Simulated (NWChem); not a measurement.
# GeSiH$_{5}$, doublet; SMILES [SiH3][GeH2]

All runs: NWChem. Spin-unrestricted. Medium grid unless said otherwise, to which SCAN and Minnesota functionals are sensitive. All runs use the structure optimised with PBE0/def2-SVP, spin-unrestricted. No stability test was run on the SCF state.

Q: Order these by “highest occupied level (eV)”, lowest first: B3PW91/def2-TZVP; PBE/def2-TZVP; LC-BLYP (range parameter 0.33 per bohr)/def2-TZVP; M06-2X/def2-TZVP; MN15/def2-TZVP.

A: LC-BLYP (range parameter 0.33 per bohr)/def2-TZVP (-8.18), M06-2X/def2-TZVP (-7.01), MN15/def2-TZVP (-6.67), B3PW91/def2-TZVP (-5.95), PBE/def2-TZVP (-5.08)
